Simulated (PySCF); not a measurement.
An excited-state job on `C[N]([GeH2][C](=O)C)C`.

Method: TDDFT wB97X-D/def2-SVPD, vertical, gas phase, core orbitals frozen in the response (PySCF 2.14.0, density-fitted response routines). Geometry: GFN2-xTB. The input is one job of a driver script: a line of settings, then coordinates in Å.

Command:
```bash
OMP_NUM_THREADS=1 python probes_run.py task.json out
```

Input:
```
{"job": {"kind": "uv", "xc": "wB97X-D", "basis": "def2-SVPD", "nstates": 8, "ntriplets": 3}, "charge": 0, "multiplicity": 1}
C      2.680750     0.651632    -0.545033
C      1.837216    -0.574083    -0.707343
O      1.956957    -1.362643    -1.607021
Ge     0.329760    -0.834934     0.643449
N     -1.312557    -0.210217     0.107099
C     -1.974443    -0.893284    -0.983963
C     -1.538575     1.217641     0.062464
H      3.295659     0.520650     0.345059
H      2.030445     1.509394    -0.373976
H      3.317755     0.820626    -1.411037
H      0.577714    -0.084617     1.937360
H      0.080839    -2.301872     0.867609
H     -1.793268    -1.964197    -0.897845
H     -1.624489    -0.558412    -1.968779
H     -3.051133    -0.712962    -0.926538
H     -2.610056     1.418327     0.145834
H     -1.181060     1.678379    -0.868378
H     -1.030274     1.686888     0.904623
```

Output:
```
coarse grid: 65632 points
cycle   1  E = -2365.3563638578  dE =  1.863e-01  |g| = 8.792e-01  |ddm| = 5.451e+00
cycle   2  E = -2365.1582332242  dE =  1.981e-01  |g| = 1.397e+00  |ddm| = 2.324e+00
cycle   3  E = -2365.5128488978  dE = -3.546e-01  |g| = 1.012e-01  |ddm| = 1.344e+00
cycle   4  E = -2365.5142785583  dE = -1.430e-03  |g| = 6.064e-02  |ddm| = 1.819e-01
cycle   5  E = -2365.5148765328  dE = -5.980e-04  |g| = 1.068e-02  |ddm| = 8.457e-02
cycle   6  E = -2365.5149076055  dE = -3.107e-05  |g| = 5.328e-03  |ddm| = 2.879e-02
cycle   7  E = -2365.5149152796  dE = -7.674e-06  |g| = 1.388e-03  |ddm| = 1.399e-02
final grid: 139168 points
cycle   8  E = -2365.5142125682  dE = -2.087e-06  |g| = 1.561e-03  |ddm| = 1.138e-02
cycle   9  E = -2365.5142125068  dE =  6.136e-08  |g| = 1.806e-03  |ddm| = 4.337e-03
cycle  10  E = -2365.5142130758  dE = -5.689e-07  |g| = 1.953e-04  |ddm| = 1.806e-03
cycle  11  E = -2365.5142130862  dE = -1.040e-08  |g| = 1.270e-04  |ddm| = 4.622e-04
cycle  12  E = -2365.5142130912  dE = -5.006e-09  |g| = 3.607e-05  |ddm| = 4.050e-04
cycle  13  E = -2365.5142130916  dE = -4.479e-10  |g| = 1.472e-05  |ddm| = 8.833e-05
converged SCF energy = -2365.5142130916

Static polarisability (au): isotropic 91.245, principal 82.802 89.605 101.330

Singlet excitations
state   eV       nm        f      main configurations
  1   3.3915    365.6   0.00586   H->L 0.68, H-1->L 0.28
  2   5.0937    243.4   0.01977   H-1->L 0.57, H->L 0.28
  3   5.9362    208.9   0.02354   H->L+1 0.70, H->L+2 0.15
  4   6.2757    197.6   0.02336   H->L+2 0.63, H->L+1 0.17
  5   6.5944    188.0   0.05986   H->L+3 0.75
  6   6.8268    181.6   0.00393   H->L+4 0.45, H->L+7 0.35
  7   6.9081    179.5   0.00177   H->L+5 0.48, H-1->L+1 0.22
  8   7.2299    171.5   0.02440   H->L+5 0.24, H->L+6 0.17, H->L+8 0.14

Triplet excitations (Tamm-Dancoff, eV): 2.8258 4.7629 5.8908
```

The SCF starts on a coarse grid where the log names one; the energy can jump when the final grid takes over, and dE then counts from the start density on the new grid. H and L stand for HOMO and LUMO; the number after each pair is its weight.

Task: Give the mean polarisability as a volume in Å³, and the ratio of the largest to the smallest principal value.

Result: 91.245 au × 0.148185 = 13.52 Å³; 101.330/82.802 = 1.22.

Task: Which computed singlet has the largest oscillator strength, and what do all of them sum to?

Result: State 5 at 6.59 eV (188 nm), f = 0.060; the 8 states sum to 0.162.

Main results: HOMO -7.85 eV, LUMO 0.65 eV; lowest singlet 3.39 eV; lowest triplet 2.83 eV (Tamm–Dancoff); mean polarisability 91.2 au.

 The wB97X-D/def2-SVPD calculation is non-relativistic and has no spin–orbit coupling, an omission that weighs most on germanium.

Cost: about 2.9 min of CPU time on one thread (grids of density and orbitals included); the machine was shared, so the figure is rough.

One conformer stands for the species.
Labels such as C1 count atoms from 1, the log's own numbers from 0.

The pairwise dispersion term of wB97X-D wasn't added to the energies; at a given geometry it leaves orbitals and properties as they are.
